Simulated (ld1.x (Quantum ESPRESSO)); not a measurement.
## An all-electron radial function and its pseudo partner (selenium)

Columns: radius, all-electron u(r) and pseudo u(r) of the 4s shell (level -17.19 eV) of selenium in the configuration [Ar] 3d10 4s2 4p4; BLYP, scalar-relativistic, PAW scheme, ld1.x (Quantum ESPRESSO) 7.5.

```csv
r (bohr),all-electron,pseudo
0.098,-0.2007,-0.0330
0.195,-0.1301,-0.0688
0.292,0.2053,-0.1103
0.390,0.3915,-0.1601
0.488,0.3773,-0.2189
0.585,0.2362,-0.2857
0.682,0.0399,-0.3600
0.780,-0.1665,-0.4402
0.878,-0.3545,-0.5224
0.975,-0.5104,-0.6016
1.072,-0.6329,-0.6748
1.170,-0.7239,-0.7385
1.268,-0.7854,-0.7884
1.365,-0.8214,-0.8215
1.463,-0.8369,-0.8369
1.560,-0.8358,-0.8358
1.658,-0.8215,-0.8215
1.755,-0.7977,-0.7977
1.852,-0.7666,-0.7666
1.950,-0.7303,-0.7303
2.047,-0.6912,-0.6912
2.145,-0.6499,-0.6499
2.242,-0.6084,-0.6084
2.340,-0.5667,-0.5667
2.438,-0.5259,-0.5259
2.535,-0.4869,-0.4869
```

Task: How many radial nodes do the two functions have?

Result: The all-electron 4s function has n − l − 1 = 3 (the table is too coarse to show those close to the nucleus); the pseudo-wave has 0, since the states of the same l below it are removed with the core.

Task: At about which radius was the pseudo-wave matched?

Result: 1.40 bohr, where the columns begin to agree (steps of 0.10 bohr).

Task: Where does each function peak?

Result: Outermost all-electron maximum near 1.46 bohr, pseudo maximum near 1.46 bohr (to the table’s step).

Task: Is the pseudo-wave norm-conserving?

Result: No, it belongs to a PAW set: the norm inside the radius is not constrained, and the difference is carried by the augmentation charge.
